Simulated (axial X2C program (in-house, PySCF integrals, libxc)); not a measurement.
# Bond lengths and stretching modes, held linear, of FTaF

Computed with an in-house all-electron X2C program for linear molecules (integrals from PySCF): two-component X2C with atomic mean-field Coulomb and Gaunt terms, Gaussian nuclei, basis F dyall-av3z, Ta dyall-v3z with contracted cores. Spin-free rows use the one-electron spin-free X2C Hamiltonian.

Masses F 18.998, Ta 180.948, F 18.998 u. States: 2c Ω = 3/2 (beyond evenly filled blocks: ω = 1/2, ω = -3/2, ω = 5/2); spin-free M_S = 3/2, Λ = 0 (beyond evenly filled blocks: σα, δ+α, δ-α).

PBE0, 2c: energies above the lowest point

```tsv
r(F–Ta) (Å)	r(Ta–F) (Å)	E (meV)
1.8262	1.8262	80.55
1.8262	1.8730	35.40
1.8262	1.9198	53.69
1.8730	1.8262	35.40
1.8730	1.8730	0.00
1.8730	1.9198	27.07
1.8730	1.9667	103.00
1.9198	1.8262	53.69
1.9198	1.8730	27.07
1.9198	1.9198	62.03
1.9667	1.8730	103.00
1.9667	1.9667	234.64
```

Problem. Fit a quadratic surface with cubic terms in each bond: where is the minimum, and what are the two stretching wavenumbers?

Solution. At PBE0, 2c: bonds 1.875 and 1.875 Å; harmonic stretches 650.8 and 673.5 cm⁻¹; force constants 4.5, 4.5 and coupling 0.58 mdyn/Å.

The other levels and Hamiltonians give:

| Hamiltonian | level | r(F–Ta) (Å) | r(Ta–F) (Å) | lower stretch (cm⁻¹) | upper stretch (cm⁻¹) |
| --- | --- | --- | --- | --- | --- |
| 2c | HF | 1.891 | 1.891 | 649.7 | 672.2 |
| 2c | LDA | 1.855 | 1.855 | 667.9 | 685.3 |
| 2c | MP2 | 1.883 | 1.883 | 649.3 | 675.0 |
| spin-free | PBE0 | 1.875 | 1.875 | 651.8 | 674.6 |
| spin-free | HF | 1.891 | 1.891 | 650.9 | 673.4 |
| spin-free | LDA | 1.855 | 1.855 | 669.0 | 686.6 |
| spin-free | MP2 | 1.883 | 1.883 | 650.3 | 676.5 |

Each state is one determinant, the lowest of a limited PBE0 search; the stretches come from a fit to these few points and carry an uncertainty of a few per cent. Other orders of the atoms were not compared. MP2 freezes inner shells (threshold -2 hartree). The molecule was held linear; bending was not examined, so a bent shape may lie lower. Note: several unpaired electrons, one determinant need not be a pure state.
